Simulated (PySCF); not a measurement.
# Ag²⁺ (silver, charge +2) across methods

[Kr] 4d8 5s1, high-spin 4F determinant (an excited configuration). Calculation: PySCF 2.14, in x2c-QZVPPall with one added diffuse shell each of s, p, d, f, g type (14s9p8d5f3g, 143 functions); the spin-free X2C one-electron Hamiltonian (Gaussian nucleus).

```
method  E (hartree)  mean ε 4d α (eV)  mean ε 4d β (eV)  mean ε 5s α (eV)  Σ⟨r²⟩ (bohr²)   ⟨S²⟩
r2SCAN     -5314.10           -34.385           -32.639           -23.422          33.25  3.752
   PBE     -5313.68           -33.796           -32.178           -23.203          33.38  3.751
   UHF  -5311.65200           -41.945           -39.811           -25.802          33.49  3.753
   LDA     -5308.56           -33.947           -32.313           -23.565          33.36  3.750
```

Q: Estimate the same row for PBE0.

A: E (hartree) = -5313.76; mean ε 4d α (eV) = -36.098; mean ε 4d β (eV) = -34.366; mean ε 5s α (eV) = -24.011; Σ⟨r²⟩ (bohr²) = 33.31; ⟨S²⟩ = 3.751.
